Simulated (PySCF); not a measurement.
# Ionisation energy of N⁺ by level of theory

N⁺ [He] 2s2 2p2 (3P) → N²⁺ [He] 2s2 2p1 (2P), as a difference of total energies. Computed with PySCF 2.14 in cc-pVTZ-DK (4s3p2d1f, 30 functions), with scalar relativity by spin-free X2C-1e. Correlated levels: valence: 1s2 frozen. The calculations carry no spin-orbit coupling.

| method | ionisation energy (eV) |
| --- | --- |
| UHF | 29.185 |
| MN15 | 29.664 |
| B3LYP | 29.983 |
| MP2 (valence) | 29.598 |
| SCS-MP2 (valence) | 29.462 |
| CCSD (valence) | 29.444 |
| CCSD(T) (valence) | 29.460 |

Q: How much does correlation contribute at CCSD(T) (valence)?

A: 29.460 − (29.185) = 0.275 eV, measured against UHF.

Errors of the correlated levels include the incompleteness of this basis and the frozen core.

For comparison: 29.601 eV (semi-empirical (NIST evaluation); NIST Atomic Spectra Database, ionization energies).
